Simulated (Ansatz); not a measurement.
Born–Oppenheimer molecular dynamics of FGeH₃ (5 atoms, charge 0, multiplicity 1). It starts at the highest image of a converged band, a first-order saddle point between two minima.

Method: RKS BLYP/def2-SVP in Ansatz.

```json
{
 "ensemble": "NVE (velocity Verlet)",
 "time step": "0.5 fs",
 "steps asked": "200",
 "starting velocities drawn for": "300 K",
 "seed": "10940"
}
```

First frame:

```xyz
5
Properties=species:S:1:pos:R:3
Ge 0.204 0.000 -0.364
F 1.001 0.000 1.548
H 1.655 0.000 0.435
H -0.772 1.236 -0.344
H -0.772 -1.236 -0.344
```

Q: How far do the bonds stretch over the last three quarters of this one trajectory? (Pairs bonded in most of those frames.)

A: 
```json
{"bond": "Ge1–H4", "mean (Å)": "1.622", "spread (Å)": "0.007", "shortest": "1.61", "longest": "1.63"}
{"bond": "Ge1–H5", "mean (Å)": "1.622", "spread (Å)": "0.010", "shortest": "1.60", "longest": "1.64"}
{"bond": "F2–H3", "mean (Å)": "0.944", "spread (Å)": "0.038", "shortest": "0.89", "longest": "1.01"}
```

Mean temperature of the second half: 795 K. The conserved energy stayed within 0.35 meV per atom of its start (net change -0.33 meV per atom), so the integration is sound. The kinetic energy rose, since the run started high on the potential surface and went downhill. It ends in pieces (FH + GeH2), so much of that is their flight and rotation, not heat. A run of 0.1 ps of so small a system gives no equilibrium averages. The orbitals stay closed-shell, which can raise the energy where a bond breaks towards radicals; this wasn't checked here.

The run took 92 s on 1 thread of Intel(R) Xeon(R) 6975P-C (Granite Rapids) (shared host), peak memory 0.12 GiB.
